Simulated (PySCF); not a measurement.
Se(OMe)(SeH) (CH4OSe2), SMILES CO[Se][SeH]. Coordinates come from a PBE0-D3(BJ)/def2-SVP optimisation. This is a generated structure with no PubChem entry under its InChIKey; it may be hypothetical. One conformer was computed; it need not be the lowest.

Computed equilibrium geometry at PBE0-D3(BJ)/def2-SVP (PySCF confirms it by a frequency run) as Cartesian coordinates in Å (one conformer of several):
```xyz
8

Se     0.4960    -0.1874     0.8373
O      1.6715    -0.7199    -0.4244
C      1.2748    -1.8135    -1.2124
H      0.4075    -1.5629    -1.8508
H      2.1268    -2.0545    -1.8662
H      1.0234    -2.7018    -0.6056
Se    -1.1589     0.8714    -0.3795
H     -2.0411    -0.2987    -0.5729
```
Charge 0, spin multiplicity 1.
